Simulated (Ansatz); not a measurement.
SiGe₄H₁₂⁺, that is n-GeGeGeGeSiH12 with one electron fewer. Total charge 1; doublet. Geometry r2SCAN-D4/def2-SVP, that of the neutral singlet; atoms count from 1.

Cartesian coordinates in Å:
```
Ge -1.229 1.322 -2.100
Ge -0.803 -1.003 -1.586
Ge -1.087 -1.390 0.792
Ge 1.005 -0.933 1.925
Si 1.893 1.171 1.256
H -0.727 1.689 -3.506
H -0.527 2.231 -1.078
H -2.740 1.595 -2.029
H -1.757 -1.891 -2.406
H 0.637 -1.375 -1.985
H -1.541 -2.835 1.067
H -2.179 -0.445 1.330
H 0.810 -0.970 3.451
H 2.005 -2.044 1.555
H 3.181 1.454 1.960
H 2.141 1.164 -0.218
H 0.919 2.260 1.573
```

**Question.** Estimate the Mulliken populations from the PBE0/def2-TZVP orbitals of Ansatz.

**Answer.** 
```json
{"atom": "Ge1", "charge (e)": "-0.02", "spin (α − β)": "0.11"}
{"atom": "Ge2", "charge (e)": "-0.07", "spin (α − β)": "0.26"}
{"atom": "Ge3", "charge (e)": "0.01", "spin (α − β)": "0.34"}
{"atom": "Ge4", "charge (e)": "0.00", "spin (α − β)": "0.21"}
{"atom": "Si5", "charge (e)": "0.00", "spin (α − β)": "0.04"}
{"atom": "H6", "charge (e)": "0.11", "spin (α − β)": "0.04"}
{"atom": "H7", "charge (e)": "0.07", "spin (α − β)": "0.00"}
{"atom": "H8", "charge (e)": "0.09", "spin (α − β)": "0.00"}
{"atom": "H9", "charge (e)": "0.12", "spin (α − β)": "0.00"}
{"atom": "H10", "charge (e)": "0.11", "spin (α − β)": "-0.01"}
{"atom": "H11", "charge (e)": "0.12", "spin (α − β)": "-0.02"}
{"atom": "H12", "charge (e)": "0.11", "spin (α − β)": "-0.01"}
{"atom": "H13", "charge (e)": "0.12", "spin (α − β)": "0.03"}
{"atom": "H14", "charge (e)": "0.10", "spin (α − β)": "0.00"}
{"atom": "H15", "charge (e)": "0.06", "spin (α − β)": "0.03"}
{"atom": "H16", "charge (e)": "0.02", "spin (α − β)": "0.00"}
{"atom": "H17", "charge (e)": "0.04", "spin (α − β)": "0.00"}
```
Mulliken values and Mayer orders depend strongly on the basis.

**Question.** Where does the spin sit?

**Answer.** Summed by element: Ge 0.91, Si 0.04, H 0.05, of 1 unpaired in all. Largest on single atoms: Ge3 0.34, Ge2 0.26, Ge4 0.21.

**Question.** And the Mayer bond orders between bonded heavy atoms (over 0.3)?

**Answer.** Ge1–Ge2 0.76 (2.42 Å); Ge2–Ge3 0.69 (2.43 Å); Ge3–Ge4 0.69 (2.42 Å); Ge4–Si5 0.89 (2.38 Å).
